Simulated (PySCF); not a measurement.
Telling isomers of C$_{5}$H$_{6}$Cl$_{2}$O apart by NMR

PySCF 2.14.0 with density-fitted response routines calculation with shielding tensors at PBE0/pcSseg-1 (GIAO) and GFN2-xTB geometry; one conformer, fast rotation and ring inversion assumed for equivalent nuclei, no solvent model, relativity neglected.

Referencing at the same level of theory: ¹H (σref 31.72), ¹³C (σref 186.93) against TMS. Where no couplings were computed, multiplicities follow the n + 1 count of equivalent neighbours, and m marks all less simple cases (inequivalent or close neighbours, rings, F or P nearby). Shifts are as computed. Against solution values, carbons near 30 ppm lie about +3 ppm off and those near 130 ppm about +5 ppm; carbons on Cl a further +6 ppm. Of 1211 compounds with measured shifts, 218 miss one by over three times the rms of a fit or turn the order of signals round; such compounds aren't used in these exercises. Carbons bonded to Cl come out too deshielded.

(1) Tabulate the signals of `C=CO/C=C/C(Cl)Cl`, `CC/C(=C/Cl)C(=O)Cl` and their relative energies.

(2) What is the quickest way to tell C=CO/C=C/C(Cl)Cl from CC/C(=C/Cl)C(=O)Cl?

## Answers

(1) 
```tsv
SMILES	carbon types	δC	δH	E rel. (kcal/mol)
C=CO/C=C/C(Cl)Cl	4×CH 1×CH2	157.1, 152.8, 118.7, 100.3, 84.7	6.56 (d, 1H), 6.46 (m, 1H), 6.03 (d, 1H), 5.78 (m, 1H), 5.03 (m, 1H), 4.63 (m, 1H)	28.6
CC/C(=C/Cl)C(=O)Cl	2×C 1×CH 1×CH2 1×CH3	173.2, 149.5, 141.1, 32.0, 12.2	6.69 (s, 1H), 2.70 (q, 2H), 1.12 (t, 3H)	0.0
```

Energies are electronic energies at PBE0/pcSseg-1 on these geometries, without zero-point or thermal terms, each for the one conformer computed, which needn't be the lowest.

(2) Both give the same number of carbon signals, but DEPT or the intensities differ. The first has a β carbon of an enol-ether or enamine type C=C (CH2) at 100.3 ppm, the second a carbonyl carbon (C) at 173.2 ppm. Their most deshielded carbons lie at 157.1 and 173.2 ppm.
